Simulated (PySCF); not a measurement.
CH₄ClNSW, multiplicity 1. Atoms are numbered in the order given.

```xyz
9

W     -0.0642    -0.1281    -0.0438
N     -0.3989    -1.1991    -1.3645
H     -0.1771    -1.8614    -2.1030
S      1.9860    -0.2928     0.5104
Cl    -0.7888     2.0026    -0.4657
C     -1.1154    -1.0211     1.5347
H     -0.8228    -2.0659     1.7151
H     -2.1880    -0.9992     1.2724
H     -0.9424    -0.4374     2.4546
```
Charge 0, spin multiplicity 1.

Geometry optimised at PBE0-D3(BJ)/def2-SVP. The multiplicity is an assumed one; no other spin state was optimised. The structure was generated by enumeration; whether it is a known compound was not checked. The def2 effective core potentials stand for the cores of W; spin–orbit coupling is left out.

Level of theory: PBE0-D3(BJ)/def2-SVP (PySCF 2.14.0).

Frequencies are harmonic and unscaled.

Question: Estimate the vibrational spectrum. (The exact figures need the calculation; the answer reports its results.)

Answer: 
```tsv
mode	ν (cm⁻¹)	IR (km/mol)	Raman (Å⁴/amu)	depolarisation	moving atoms (share of kinetic energy)
1	116	0.4	3.0	0.74	Cl 38 %, S 25 %, W 15 %, C 13 %
2	139	0.1	2.9	0.75	Cl 33 %, S 21 %, W 17 %, C 12 %, H 9 %, N 9 %
3	174	2.0	3.5	0.72	C 36 %, H 30 %, S 23 %
4	191	0.2	0.4	0.73	H 89 %
5	228	4.3	5.4	0.75	N 46 %, H 26 %, C 16 %
6	251	7.7	6.4	0.71	N 53 %, H 21 %, S 15 %
7	398	34.6	4.2	0.08	Cl 77 %, W 18 %
8	531	221.1	7.8	0.29	H 47 %, S 28 %, N 15 %, W 8 %
9	557	20.8	12.1	0.09	C 61 %, H 28 %
10	568	18.2	9.6	0.30	S 46 %, H 34 %, W 9 %
11	624	40.4	3.5	0.70	H 82 %, C 10 %
12	659	37.1	4.5	0.32	H 74 %, C 13 %
13	729	31.2	1.2	0.72	H 75 %, C 15 %, N 8 %
14	1034	91.6	35.2	0.13	N 84 %, W 8 %
15	1206	4.0	0.1	0.71	H 79 %, C 21 %
16	1391	16.3	16.7	0.73	H 94 %
17	1403	14.3	15.1	0.72	H 95 %
18	3035	4.2	178.4	0.04	H 97 %
19	3143	0.0	75.4	0.75	H 91 %, C 9 %
20	3174	0.7	71.2	0.69	H 91 %, C 9 %
21	3651	216.3	168.5	0.35	H 92 %
```
